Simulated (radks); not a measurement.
Results of a calculation; reference values are marked as such.
Orbital eigenvalues (eV) of the holmium ion Ho3+, [Xe] 4f10, at several levels of relativity; Dirac values are averaged over j with weights 2j + 1. Spin-unpolarised spherical Kohn-Sham, PBE, point nucleus unless stated (finite: rms radius 5.2022 fm), a radial shooting solver on a logarithmic mesh with Libxc functionals. A level marked "c x" has the speed of light scaled by that factor and shares open shells by 2j + 1; other Dirac levels either fill j = l - 1/2 first or share by 2j + 1.

| shell | non-rel. | scalar-rel. | Dirac, low j first | Dirac, c x 0.75 | change of magnitude, last against first (%) |
|---|---|---|---|---|---|
| 1s | -51834 | -55533 | -55469 | -59153 | +14.12 |
| 2s | -8358.9 | -9316.3 | -9300.0 | -10281 | +22.99 |
| 2p | -7973.6 | -8256.4 | -8280.9 | -8586.5 | +7.69 |
| 3s | -1880.5 | -2106.9 | -2102.9 | -2333.5 | +24.09 |
| 3p | -1706.8 | -1783.1 | -1787.9 | -1866.5 | +9.36 |
| 3d | -1383.2 | -1372.5 | -1369.6 | -1356.5 | -1.93 |
| 4s | -388.13 | -442.81 | -441.87 | -498.85 | +28.53 |
| 4p | -318.79 | -336.14 | -337.32 | -356.02 | +11.68 |
| 4d | -194.34 | -192.10 | -191.60 | -189.42 | -2.54 |
| 5s | -71.912 | -80.136 | -79.972 | -89.117 | +23.93 |
| 5p | -52.935 | -54.505 | -54.679 | -56.777 | +7.26 |
| 4f | -39.668 | -35.090 | -34.909 | -31.587 | -20.37 |
